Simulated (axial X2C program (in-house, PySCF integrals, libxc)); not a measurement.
# Which molecule has these constants?

Calculated with an in-house all-electron X2C program for linear molecules (integrals from PySCF), spin-free (one-electron X2C) or two-component (2c: spin–orbit coupling with atomic mean-field Coulomb and Gaunt terms, which also bring small scalar terms), in Dyall basis sets with cores contracted in-house; open shells are unrestricted.

A two-component PBE0 calculation in a Dyall 3-zeta basis gave Re = 2.561 Å, ωe = 218.2 cm⁻¹, dipole magnitude 3.47 D, Ω = 0.

Task: Which molecule is it?
A. SnBr
B. InBr
C. TcBr
D. SbBr
E. YBr

Result: B. The others have SbBr 2.490 Å and 259.5 cm⁻¹ (Ω = 1); SnBr 2.518 Å and 242.3 cm⁻¹ (Ω = 1/2); YBr 2.530 Å and 271.4 cm⁻¹ (Ω = 0); TcBr 2.492 Å and 243.1 cm⁻¹ (Ω = 3).

Each entry is the lowest single determinant of a limited PBE0 search at one distance. De goes to single-determinant-based atoms at the same level (for ions the charge split of lowest energy) and is withheld (n/a) where an atom does not fit its ground term or J level. Main or longest-lived isotopes. One determinant is a doubtful description, or other states lie close, for SbBr, YBr, TcBr; these need not be ground states, and all values refer to the states named. Some open-shell Ω = 0 determinants are out of reach, so the Ω given for SbBr, TcBr need not be the lowest component. With several unpaired electrons the Ω given is that of one determinant, not necessarily of the lowest component. The functionals have no current term, which raises determinants with orbital currents.
